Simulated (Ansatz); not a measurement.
```yaml
crystal:
  periodic: [false, false, false]
  atoms:
    - {symbol: C, position_ang: [-0.775180, 1.437376, -0.502886]}
    - {symbol: B, position_ang: [-0.042428, 0.166084, -0.032383]}
    - {symbol: C, position_ang: [0.170679, -0.916373, 1.023391]}
    - {symbol: C, position_ang: [0.924091, -0.979621, -0.324052]}
    - {symbol: H, position_ang: [-1.686954, 1.082437, -1.006692]}
    - {symbol: H, position_ang: [-1.107929, 2.086162, 0.309896]}
    - {symbol: H, position_ang: [-0.223887, 2.018176, -1.245274]}
    - {symbol: H, position_ang: [-0.594220, -1.667259, 1.203508]}
    - {symbol: H, position_ang: [0.756988, -0.704324, 1.913779]}
    - {symbol: H, position_ang: [1.997272, -0.808075, -0.303808]}
    - {symbol: H, position_ang: [0.646866, -1.771584, -1.014878]}
basis:
  gaussian: {orbitals: cc-pVDZ, nuclear_model: gaussian, point_charges: [{charge: 2.00, position_ang: [5.165, 0.489, -0.737]}]}
magnetization: {spin_polarized: true, initial_magnetization: 8}
hamiltonian: {xc: {name: SPW92}}
scf: {lower_state_search: full}
output: {forces: true}
```

```sh
$ ansatz run in.yaml --threads 2 --pin off --events-out ev --progress --plain --max-ram 4352MiB
```

Shortened log:

```
Functional definition: SPW92
1100 factors; their error is unknown
mean field evaluation 1: about -3818.4081 eV, gradient 4.3e1 eV
mean field evaluation 2: about -3752.2095 eV, gradient 9.1e1 eV
mean field evaluation 4: about -3814.8862 eV, gradient 4.3e1 eV
mean field evaluation 8: about -3830.5867 eV, gradient 1.4e0 eV
mean field evaluation 16: about -3830.7039 eV, gradient 5.0e-5 eV
mean field -3830.70394189 eV, -140.7757733199 hartree, gradient 1.4e-5 eV, S^2 20.003333; 18 other end points of the search recorded, 0 dependent functions left out
reference -3830.70397895 eV, -140.7757746821 hartree; 19, 11 occupied and 72, 80 virtual orbitals, 1100 factors
Total energy: -3830.70397895 eV, -140.7757746821 hartree
Atom 0 at    -0.775180     1.437376    -0.502886 Å, force     0.092621     3.615676     0.257517 eV/Å
Atom 1 at    -0.042428     0.166084    -0.032383 Å, force    -2.695822     2.143519    -1.087652 eV/Å
Atom 2 at     0.170679    -0.916373     1.023391 Å, force    -1.672012    -0.246141     5.031181 eV/Å
Atom 3 at     0.924091    -0.979621    -0.324052 Å, force     0.685578    -1.107626    -4.589103 eV/Å
Atom 4 at    -1.686954     1.082437    -1.006692 Å, force    -2.228429    -2.922479    -0.812020 eV/Å
Atom 5 at    -1.107929     2.086162     0.309896 Å, force    -0.067683     0.905043     1.141677 eV/Å
Atom 6 at    -0.223887     2.018176    -1.245274 Å, force     1.806107     1.586139    -1.343045 eV/Å
Atom 7 at    -0.594220    -1.667259     1.203508 Å, force    -2.389315    -2.670506     0.751124 eV/Å
Atom 8 at     0.756988    -0.704324     1.913779 Å, force     1.501138     0.374858     2.820122 eV/Å
Atom 9 at     1.997272    -0.808075    -0.303808 Å, force     6.828585     1.397358    -0.591452 eV/Å
Atom 10 at     0.646866    -1.771584    -1.014878 Å, force    -0.370420    -2.342933    -1.826550 eV/Å
Dipole moment:    -1.772919     0.183460     0.212990 e Å
```

Task: Something in this input is off. What?

Result: The spin is set far too high for this molecule. The calculation finished and met its thresholds. The result belongs to that input, not to the molecule as meant.
